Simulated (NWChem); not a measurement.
Species: C₃H₇NSi; SMILES C#C[C@H](N)[SiH3]

```xyz
12

C     -0.7519    -2.3889     0.1611
C     -0.2192    -1.3314    -0.1551
C      0.4352    -0.0555    -0.4485
N      1.7521     0.1522     0.1793
Si    -0.6824     1.4289     0.0611
H     -1.2228    -3.3243     0.4281
H      0.5556     0.0470    -1.5514
H      2.4042    -0.5780    -0.1401
H      1.6615     0.0081     1.1944
H     -0.0984     2.7016    -0.4835
H     -0.7180     1.4884     1.5640
H     -2.0774     1.2416    -0.4673
```
Atoms are numbered in this order, from 1.

Results from NWChem. Pople sets run with spherical d functions. Medium grid unless said otherwise, to which SCAN and Minnesota functionals are sensitive. Structure relaxed at the PBE-D3(BJ)/def2-SVP level. Not confirmed as a minimum by frequencies. Hybrids' shares of exact exchange are those that their runs print; pure functionals count as 0. The functionals differ in more than this share.

```csv
row,share of exact exchange,orbital gap (eV)
PBE/6-31G*,0.00,5.39
N12/6-31G*,0.00,5.47
TPSSh/6-31G*,0.10,withheld
B3LYP/6-31G*,0.20,7.32
B3PW91/6-31G*,0.20,7.39
M05-2X/6-31G*,0.56,10.14
```

Q: Fit a straight line of the last column on the one before it, predict the withheld value, and compare with the run.

A: 
1. Means of the 5 shown rows: x = 0.192, y = 7.142. Slope Σ(x − x̄)(y − ȳ)/Σ(x − x̄)² = 1.764/0.2093 = 8.429; intercept 5.524.
2. The shown rows scatter about the line by 0.124 (root mean square); the largest residual is +0.18, at B3PW91/6-31G*.
3. At x = 0.10 (TPSSh/6-31G*; inside the shown range) the line gives 6.37.
4. The run gives 6.65, +0.28 from the line, 2.3 times the scatter.
